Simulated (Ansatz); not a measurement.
`[SH][Al]([Cl])[Cl]` + HCl → `[Cl][Al]([Cl])[Cl]` + H₂S at 400 K and 1 bar (ligand exchange at the Al–S bond).

Calculated with Ansatz (gas phase, PBE0-D4/def2-TZVP geometries, no zero-point term in ΔE). CCSD(T)/CBS is the MP2 limit (def2-TZVPP, def2-QZVPP) plus CCSD(T) − MP2 in def2-TZVPP, frozen cores. This one scheme is used for every species. One conformer a species, not always the lowest.

```tsv
species	CCSD(T)/CBS energy (Eh)	H − E (kJ/mol)	S (J/(mol·K))
`[SH][Al]([Cl])[Cl]`	-1560.13922	61.0	363.9
HCl	-460.38127	29.6	195.4
`[Cl][Al]([Cl])[Cl]`	-1621.56364	36.7	335.2
H₂S	-398.97279	53.4	215.9
```

H − E and S are ideal-gas, rigid-rotor, harmonic terms from PBE0-D4/def2-TZVP, for one conformer and one mirror image of each species. 1 Eh = 2625.50 kJ/mol, R = 8.31446 J/(mol·K).

Problem. By hand: ΔE, ΔH, ΔS and ΔG.

Solution. ΔE = (-1621.56364) + (-398.97279) − (-1560.13922) − (-460.38127) = -0.01594 Eh = -41.9 kJ/mol. Δ(H − E) = 36.7 + 53.4 − 61.0 − 29.6 = -0.5, so ΔH = -42.4 kJ/mol. ΔS = 335.2 + 215.9 − 363.9 − 195.4 = -8.2 J/(mol·K). ΔG = -42.4 − 400 × (-8.2)/1000 = -39.1 kJ/mol.

Problem. By hand: the equilibrium constant, and the temperature at which ΔG would vanish if ΔH and ΔS stayed fixed.

Solution. log₁₀ K = −ΔG/(RT ln 10) = 5.1. ΔG = 0 at ΔH/ΔS = 5171 K, far beyond where these terms or the molecules hold.

The number of gas molecules stays the same, so ΔS is small and ΔH decides. A doubt of 5 kJ/mol in ΔE shifts log₁₀ K by 0.7 here. Other conformers and mirror images would add mixing entropy, several J/(mol·K) or more a flexible species. These are equilibria of isolated gas molecules and say nothing of rates. Largest T1 diagnostic: 0.009 (customary marks: 0.02 for closed shells, 0.045 for open ones).
